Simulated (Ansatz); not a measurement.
These are frozen-core CCSD(T)/cc-pVTZ // PBE-D3(BJ)/def2-TZVP run with Ansatz (a first-principles code) values and carry that method's errors. The restricted HF reference is unstable towards unrestricted orbitals.

Ansatz 0.2 input:
```yaml
crystal:
  periodic: [false, false, false]
  atoms:
    - { symbol: C, position_ang: [0.991375, 0.296368, 0.040949] }
    - { symbol: C, position_ang: [0.453951, -0.929758, 0.02432] }
    - { symbol: C, position_ang: [-0.991375, -0.296366, -0.040949] }
    - { symbol: C, position_ang: [-0.453951, 0.92976, -0.02432] }
    - { symbol: H, position_ang: [2.003605, 0.694489, 0.082108] }
    - { symbol: H, position_ang: [0.847405, -1.944394, 0.046427] }
    - { symbol: H, position_ang: [-2.003612, -0.694489, -0.082108] }
    - { symbol: H, position_ang: [-0.847401, 1.944389, -0.046427] }
basis:
  gaussian: { orbitals: cc-pVTZ }
correlation:
  method: ccsd_t
```

Output:

```
Functional definition: HF
1004 factors; integrals over basis functions are off by at most 1.1e-3 eV
mean field evaluation 1: about -4179.8064 eV, gradient 3.0e1 eV
mean field evaluation 2: about -4179.8112 eV, gradient 3.0e1 eV
mean field evaluation 4: about -4182.2107 eV, gradient 3.3e0 eV
mean field evaluation 8: about -4182.2444 eV, gradient 2.5e-4 eV
mean field evaluation 16: about -4182.2440 eV, gradient 2.9e-1 eV
mean field -4182.24437501 eV, -153.6946459545 hartree, gradient 3.2e-6 eV, S^2 0.000000; 0 other end points of the search recorded, 0 dependent functions left out; unrestricted orbitals would lower it
4 core orbitals not correlated
reference -4182.24437501 eV, -153.6946459545 hartree; 10, 10 occupied and 162, 162 virtual orbitals, 1004 factors
second order -17.23771529 eV of doubles, -0.00000000 eV of singles
cycle   1  -17.32978365 eV  change   -9.2e-2 eV  update   9.5e-2
cycle   2  -17.84441854 eV  change   -5.1e-1 eV  update   3.4e-2
cycle   3  -17.95511296 eV  change   -1.1e-1 eV  update   1.7e-2
cycle   4  -17.95629982 eV  change   -1.2e-3 eV  update   5.7e-3
cycle   5  -17.96079336 eV  change   -4.5e-3 eV  update   2.0e-3
cycle   6  -17.96064945 eV  change    1.4e-4 eV  update   7.7e-4
cycle   7  -17.96026479 eV  change    3.8e-4 eV  update   2.8e-4
cycle   8  -17.96033935 eV  change   -7.5e-5 eV  update   9.1e-5
cycle   9  -17.96032117 eV  change    1.8e-5 eV  update   2.1e-5
cycle  10  -17.96030772 eV  change    1.3e-5 eV  update   5.9e-6
perturbative correction -0.96771308 eV, -0.0355627998 hartree
Total energy: -4201.17239581 eV, -154.3902378892 hartree
```

Cost: roughly 60 core-seconds.
